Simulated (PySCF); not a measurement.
**Finite-field polarisability of O (oxygen, neutral)**

[He] 2s2 2p4, high-spin 3P determinant. All numbers are calculated (PySCF 2.14, the spin-free X2C one-electron Hamiltonian (Gaussian nucleus), in x2c-TZVPPall with one added diffuse shell each of s, p, d type (6s4p3d1f, 40 functions)). Frozen: 1s2. Energy changes in a uniform field (μhartree):

```json
{"axis": "x", "F (au)": "0.0067", "HF": "-100.586", "MP2": "-106.495", "CCSD": "-106.356", "CCSD(T)": "-107.340"}
{"axis": "x", "F (au)": "0.0134", "HF": "-402.444", "MP2": "-426.119", "CCSD": "-425.566", "CCSD(T)": "-429.509"}
{"axis": "y", "F (au)": "0.0062", "HF": "-98.446", "MP2": "-107.874", "CCSD": "-109.046", "CCSD(T)": "-110.767"}
{"axis": "y", "F (au)": "0.0124", "HF": "-394.152", "MP2": "-431.973", "CCSD": "-436.688", "CCSD(T)": "-443.605"}
```

By symmetry the remaining axis equals x.

Derive α along x at CCSD(T) from the two fields.

With ΔE = −αF²/2 − γF⁴/24, α = −(16 ΔE(F) − ΔE(2F))/(6F²) = 4.782 bohr³.

And the mean polarisability at each level?

The components xx, yy, zz at CCSD(T) are 4.782, 5.761, 4.782, the third axis being equal by symmetry to one of the two computed. Means: HF 4.694, MP2 5.033, CCSD 5.049, CCSD(T) 5.108 bohr³. Reference: 5.3 ± 0.2 bohr³ (recommended; Schwerdtfeger and Nagle, table of static dipole polarizabilities (2023 update)).
